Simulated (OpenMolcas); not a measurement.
Rh4+ with 6 ligands (fluoride) in octahedral coordination (Oh) at 1.91 Å. A charge of +0.333 e stands 3.2 Å behind each ligand. Ligand basis ANO-RCC-VDZP.
```
Rh    0.0000    0.0000    0.0000
F     1.9100    0.0000    0.0000
F     0.0000    1.9100    0.0000
F    -1.9100    0.0000    0.0000
F     0.0000   -1.9100    0.0000
F     0.0000    0.0000    1.9100
F     0.0000    0.0000   -1.9100
```

```json
{"Program": "OpenMolcas", "Method": "CASSCF", "Basis": "ANO-RCC-VDZP [6s5p3d1f]", "Scalar Hamiltonian": "DKH2, point nucleus", "Active space": "5 electrons in 5 orbitals (4d)", "State averaging": "2S+1 = 6 even, 1 root; 2S+1 = 4 even, 24 roots; 2S+1 = 2 even, 75 roots", "Spin-orbit coupling": "RASSI with atomic mean-field integrals over the reference wave functions"}
```

Task: What is the spin-free ground state (labels of O, the rotations of Oh)?

Result: 2T2, 3-fold in its orbital part; d5 allows 2S+1 = 6, so this is a state of lower spin.

Task: Where is the first state of the same spin?

Result: A 3-fold state lies at 23800 cm-1 above the ground state.

Task: What are the lowest two levels with spin-orbit coupling?

Result: A 2-fold level with g = 2.04, 2.04, 2.04, then a 4-fold level Γ8 2392 cm-1 above it. Their leading multiplicities are 2 (98 %) and 2 (98 %).

Task: What is χT at 300 K, and how does it compare with the textbook value?

Result: The lowest level has 2S+1 = 2, for which the spin-only value is χT = S(S+1) / 2 = 0.375 cm3 K/mol (g = 2). The computed 0.533 at 300 K differs by +0.158, through orbital momentum, spin-orbit coupling and any other state in reach. With a threefold ground state the orbital momentum is unquenched, so the spin-only value is not expected to hold.

Task: Which ligand-field parameters describe the states?

Result: A least-squares ligand-field fit to the states below 45000 cm-1, each weighted by its degeneracy and with a free common offset, gives 10Dq = 28267 cm-1, B = 758 cm-1 and C = 3061 cm-1 (C/B = 4.04), with an rms deviation of 522 cm-1. The same method and metal basis give the free ion B = 999 cm-1 (fit to its terms below 60000 cm-1, rms deviation 26 cm-1), so the nephelauxetic ratio is β = 758 / 999 = 0.76; it hangs on how both fits weigh the states, and computed free-ion B values tend to be too large, so β mixes covalency with correlation.

An orbital triplet at a regular site is open to Jahn-Teller coupling, which can distort the site and quench the lowest spin-orbit gaps and is left out. Without dynamic correlation the repulsion within the d shell is too large (B by tens of per cent), so at a given field states of lower spin stand too high. The least metal-like active orbital is 71 % on the metal (Löwdin) and no ligand orbital is active, so the numbers are rough. With metal d orbitals alone the field can be off either way by tens of per cent. Ligand-to-metal charge-transfer states are missing. With no ligand orbital active B as a rule stays too high, so bands that hang on it stand too high and its fall with covalency is understated. No measured value stands beside these numbers; the geometry is a model, was not optimised and need not be the one that this ion takes.
